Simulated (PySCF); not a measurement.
## Calculated data, AlBFH2, CH6AlBSi, BH3NO, BF2H2Si

All values are calculated (PySCF 2.14.0). Calculation on a computer-drawn molecule: optimised geometry and harmonic frequencies of an isolated molecule of the commonest isotopes, restricted reference for singlets and unrestricted otherwise, frozen core in MP2.

Common to all runs: multiplicity 1.

```yaml
- entry: 1
  formula: AlBFH2
  start_structure:
    atoms_angstrom:
      - [F, -2.2946, 0.4429, -1.5839]
      - [B, -1.3391, 0.979, -1.1719]
      - [Al, 0.6872, 2.1565, -0.3568]
      - [H, 1.7494, 2.5327, -1.4589]
      - [H, 0.7285, 2.5428, 1.1669]
  given:
    charge: 1
    method: HF
    basis: "cc-pV(D+d)Z"
    drawn_bonds_atom: [1, 2, 3, 3]
    drawn_bonds_other_atom: [2, 3, 4, 5]
    drawn_bonds_order: [1, 1, 1, 1]
  results:
    optimised_atom_element: [F, B, Al, H, H]
    "optimised_atom_x [angstrom]": [-2.183, -1.191, 0.6691, 1.602, 0.5056]
    "optimised_atom_y [angstrom]": [0.4611, 1.066, 2.202, 2.439, 2.433]
    "optimised_atom_z [angstrom]": [-1.522, -1.123, -0.375, -1.588, 1.147]
    "modes_frequency [cm^-1]": [233.5, 275.5, 322.9, 518.0, 598.3, 731.4, 1670, 2110, 2157]
    "modes_reduced_mass [dalton]": [2.684, 7.462, 14.56, 1.532, 1.168, 1.055, 12.82, 1.014, 1.073]
    "rotational_constants [GHz]": [115.5, 3.281, 3.19]
    "total_energy [hartree]": -366.9520
    "convergence_status_largest_gradient_component [hartree/bohr]": 2.123e-06
- entry: 2
  formula: CH6AlBSi
  start_structure:
    atoms_angstrom:
      - [B, -2.7736, 0.0784, -0.1572]
      - [Si, -1.1965, 1.125, -0.4217]
      - [C, 0.3849, 0.5554, -0.9286]
      - [Al, 2.1253, 1.4478, -1.1177]
      - [H, -2.8647, -1.0244, -0.4931]
      - [H, -3.7892, 0.4037, 0.4679]
      - [H, -1.2871, 2.602, -0.089]
      - [H, 0.398, -0.4585, -1.2176]
      - [H, 3.214, 1.663, 0.0543]
      - [H, 2.7201, 2.0062, -2.4647]
  given:
    charge: 0
    method: HF
    basis: "cc-pV(D+d)Z"
    drawn_bonds_atom: [1, 2, 3, 1, 1, 2, 3, 4, 4]
    drawn_bonds_other_atom: [2, 3, 4, 5, 6, 7, 8, 9, 10]
    drawn_bonds_order: [1, 2, 1, 1, 1, 1, 1, 1, 1]
  results:
    "total_energy [hartree]": null
    "rotational_constants [GHz]": null
- entry: 3
  formula: BH3NO
  start_structure:
    atoms_angstrom:
      - ["N", -0.1665, -0.5759, 2.8533]
      - [B, -0.5993, -1.5024, 1.7203]
      - [O, -1.692, -1.4994, 1.124]
      - [H, 0.708, -0.1311, 2.7682]
      - [H, -0.8224, 0.2342, 2.9776]
      - [H, 0.4372, -2.2201, 1.4366]
  given:
    charge: -1
    method: HF
    basis: aug-cc-pVDZ
    drawn_bonds_atom: [1, 2, 1, 1, 2]
    drawn_bonds_other_atom: [2, 3, 4, 5, 6]
    drawn_bonds_order: [1, 1, 1, 1, 1]
  results:
    "total_energy [hartree]": null
    "rotational_constants [GHz]": null
- entry: 4
  formula: BF2H2Si
  start_structure:
    atoms_angstrom:
      - [F, -0.7316, 3.067, 2.4908]
      - [B, 0.4303, 2.5258, 2.3187]
      - [F, 1.4612, 2.7604, 3.0633]
      - [Si, 0.6538, 1.1976, 0.7497]
      - [H, 1.0781, 1.6379, -0.5814]
      - [H, 0.3962, -0.2357, 0.9081]
  given:
    charge: 1
    method: MP2
    basis: "cc-pV(D+d)Z"
    drawn_bonds_atom: [1, 2, 2, 4, 4]
    drawn_bonds_other_atom: [2, 3, 4, 5, 6]
    drawn_bonds_order: [1, 1, 1, 1, 1]
  results:
    "total_energy [hartree]": null
    "rotational_constants [GHz]": null
```

Questions
1. Give the missing total energy for CH6AlBSi (entry 2).
2. What rotational constants does the calculation give for CH6AlBSi (entry 2)?
3. Give the table of modes values for CH6AlBSi (entry 2).
4. Give the missing total energy for BH3NO (entry 3).
5. Estimate the rotational constants of BH3NO (entry 3).
6. Give the missing total energy for BF2H2Si (entry 4).
7. What rotational constants does the calculation give for BF2H2Si (entry 4)?

Calculated values
1. -596.8183 hartree
2. 22.72, 1.707, 1.588 GHz
3. 
Modes:
```
frequency (cm⁻¹)  reduced mass (dalton)
           82.72                  2.209
           118.1                  3.033
           153.4                  1.354
           182.9                  1.171
           224.7                   3.33
           473.5                  1.309
           509.4                  1.393
           599.4                  1.582
           651.8                  1.203
           660.5                  5.329
           745.9                  2.063
           846.4                  1.082
           852.9                  1.093
           895.7                  1.149
           938.8                  1.324
           992.2                  1.405
            1175                  3.366
            1260                  1.181
            1967                  1.059
            1976                  1.024
            2334                  1.042
            2690                  1.052
            2778                  1.127
            3280                  1.085
```
4. -155.8350 hartree
5. 65.54, 9.766, 8.548 GHz
6. -513.9857 hartree
7. 9.249, 3.831, 2.803 GHz

Further results for CH6AlBSi (entry 2):

| Quantity | Value |
| --- | --- |
| convergence status largest gradient component | 1.394e-05 hartree/bohr |

Optimised structure:
```xyz
10
CH6AlBSi
B     -2.7561     0.0803    -0.1409
Si    -0.9886     1.0690    -0.1933
C      0.3607     0.5517    -1.1146
Al     2.0503     1.4770    -1.1791
H     -2.8809    -0.9225    -0.7832
H     -3.6829     0.4664     0.5128
H     -0.8753     2.3020     0.6137
H      0.2155    -0.3637    -1.6883
H      2.2378     2.8053    -0.3368
H      3.2507     0.9330    -2.0577
```

Further results for BH3NO (entry 3):

| Item | Value |
| --- | --- |
| convergence status largest gradient component | 1.95e-05 hartree/bohr |

Optimised structure:
```xyz
6
BH3NO
N     -0.2017    -0.5086     2.7896
B     -0.5708    -1.4649     1.7050
O     -1.7319    -1.5834     1.1782
H      0.7561    -0.2387     2.8814
H     -0.8231     0.2642     2.9268
H      0.4365    -2.1633     1.3990
```

Modes:
```
frequency (cm⁻¹)  reduced mass (dalton)
           386.2                  1.172
           475.6                  2.552
           538.8                  1.266
           890.1                  2.091
           961.1                  1.751
            1083                  2.186
            1181                  1.195
            1602                  5.278
            1703                  1.222
            2191                   1.07
            3745                  1.049
            3852                  1.096
```

Further results for BF2H2Si (entry 4):

| Item | Value |
| --- | --- |
| convergence status largest gradient component | 1.649e-05 hartree/bohr |

Optimised structure:
```xyz
6
BF2H2Si
F     -0.7520     3.0724     2.4881
B      0.4299     2.5278     2.3211
F      1.4808     2.7595     3.0714
Si     0.6532     1.2011     0.7538
H      1.0786     1.6326    -0.5872
H      0.3975    -0.2404     0.9021
```

Modes:
```
frequency (cm⁻¹)  reduced mass (dalton)
           55.37                  1.065
           164.4                  6.526
           357.3                  1.685
           362.7                  12.58
           601.8                  11.74
             637                  2.481
           681.1                  1.237
           966.3                  1.118
            1210                  9.112
            1506                  12.19
            2344                  1.029
            2386                  1.057
```
